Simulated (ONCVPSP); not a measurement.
Reading a pseudo-wave (Sr (Z = 38))

Columns: radius, all-electron u(r) and pseudo u(r) of the 4s shell (level -40.90 eV) of strontium in the configuration [Ar] 3d10 4s2 4p6 5s2; PBE, scalar-relativistic, ONCV scheme, ONCVPSP 4.0.1.

```json
{"r (bohr)": "0.108", "all-electron": "0.3170", "pseudo": "0.1040"}
{"r (bohr)": "0.215", "all-electron": "-0.0662", "pseudo": "0.2075"}
{"r (bohr)": "0.322", "all-electron": "-0.4701", "pseudo": "0.3117"}
{"r (bohr)": "0.430", "all-electron": "-0.4555", "pseudo": "0.4167"}
{"r (bohr)": "0.538", "all-electron": "-0.1784", "pseudo": "0.5198"}
{"r (bohr)": "0.645", "all-electron": "0.1670", "pseudo": "0.6170"}
{"r (bohr)": "0.752", "all-electron": "0.4787", "pseudo": "0.7055"}
{"r (bohr)": "0.860", "all-electron": "0.7177", "pseudo": "0.7817"}
{"r (bohr)": "0.968", "all-electron": "0.8748", "pseudo": "0.8406"}
{"r (bohr)": "1.075", "all-electron": "0.9591", "pseudo": "0.8789"}
{"r (bohr)": "1.182", "all-electron": "0.9864", "pseudo": "0.8956"}
{"r (bohr)": "1.290", "all-electron": "0.9708", "pseudo": "0.8906"}
{"r (bohr)": "1.398", "all-electron": "0.9255", "pseudo": "0.8652"}
{"r (bohr)": "1.505", "all-electron": "0.8621", "pseudo": "0.8226"}
{"r (bohr)": "1.612", "all-electron": "0.7887", "pseudo": "0.7665"}
{"r (bohr)": "1.720", "all-electron": "0.7106", "pseudo": "0.7004"}
{"r (bohr)": "1.828", "all-electron": "0.6329", "pseudo": "0.6293"}
{"r (bohr)": "1.935", "all-electron": "0.5590", "pseudo": "0.5582"}
{"r (bohr)": "2.042", "all-electron": "0.4901", "pseudo": "0.4900"}
{"r (bohr)": "2.150", "all-electron": "0.4264", "pseudo": "0.4264"}
{"r (bohr)": "2.258", "all-electron": "0.3691", "pseudo": "0.3690"}
{"r (bohr)": "2.365", "all-electron": "0.3184", "pseudo": "0.3184"}
{"r (bohr)": "2.472", "all-electron": "0.2737", "pseudo": "0.2737"}
{"r (bohr)": "2.580", "all-electron": "0.2342", "pseudo": "0.2342"}
{"r (bohr)": "2.688", "all-electron": "0.1999", "pseudo": "0.1999"}
{"r (bohr)": "2.795", "all-electron": "0.1704", "pseudo": "0.1704"}
```

Q: How many radial nodes do the two functions have?

A: The all-electron 4s function has n − l − 1 = 3 (the table is too coarse to show those close to the nucleus); the pseudo-wave has 0, since the states of the same l below it are removed with the core.

Q: At about which radius was the pseudo-wave matched?

A: 2.15 bohr. The columns agree to 0.0005 from 2.04 bohr on; several derivatives are matched, so the curves merge somewhat inside the radius.

Q: Is the pseudo-wave norm-conserving?

A: Yes: the ONCV scheme keeps the norm inside the radius equal to the all-electron one, which fixes the energy derivative of the logarithmic derivative at the level.
